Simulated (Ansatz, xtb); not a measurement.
This triplet is an excited state, 1.13 eV above the relaxed singlet at the level frozen-core CCSD(T)/cc-pVTZ // B3LYP-D3(BJ)/def2-TZVP (Ansatz, a quantum-chemistry and plane-wave program).

Species: CHClGeO, SMILES `O=[CH][Ge][Cl]` (excited triplet) (charge 0, multiplicity 3).

Give a relaxed geometry from xtb 6.7.1 with GFN2-xTB.

Several could match; the one computed here: the end point of this relaxation, one of several conformers (outside a Z-matrix the atoms follow the SMILES, hydrogens last).
Z-matrix (Å, degrees):
```
C
O 1 1.2175
H 1 1.0929 2 125.59
Ge 1 2.0189 3 110.13 2 -179.99
Cl 4 2.1565 1 98.53 3 0.01
```
